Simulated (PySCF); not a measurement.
A structure optimised at PBE-D3(BJ)/def2-SVP, used in a PySCF frequency run:

```xyz
8

C      0.1746    -1.9279     0.0000
C     -0.1153    -0.7359     0.0000
C     -0.4906     0.6372     0.0000
C      0.3755     1.6773     0.0000
H      0.4399    -2.9757     0.0000
H     -1.5774     0.8410     0.0000
H      1.4646     1.5171     0.0000
H      0.0076     2.7142     0.0000
```

Q: Write its SMILES, formula and point group.

A: C#CC=C, C4H4, Cs

Q: What are its rotational constants (standard atomic weights)?

A: 50.678, 4.6315, 4.2436 GHz
